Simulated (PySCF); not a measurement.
Bi(Cl)(OH)2, SMILES [OH][Bi]([Cl])[OH], CAM-B3LYP/def2-SVP optimised geometry.

```
6

Bi    -1.05    -1.24     0.00
Cl    -1.28    -1.52     2.45
O      1.02    -1.24     0.00
H      1.41    -0.87     0.80
O     -1.41     0.79     0.00
H     -1.12     1.24     0.80
```

Density from PySCF with CAM-B3LYP/def2-TZVP, def2 effective core potentials past Kr at that geometry. The core electrons that the potentials of Bi replace are not part of the density.

Minimum of the electron density along straight lines between bonded atoms, close to the bond critical point (lines longer than 1.1 times the sum of covalent radii, or with two minima, are not listed):

```tsv
bond	length / Å	ρ at the minimum / e bohr⁻³	∇²ρ there / e bohr⁻⁵	position (fraction from the first atom)
Bi1–Cl2	2.480	0.078	0.13	0.49
Bi1–O3	2.067	0.116	0.38	0.53
O3–H4	0.968	0.350	-2.31	0.80
Bi1–O5	2.067	0.116	0.38	0.53
O5–H6	0.968	0.350	-2.31	0.80
```
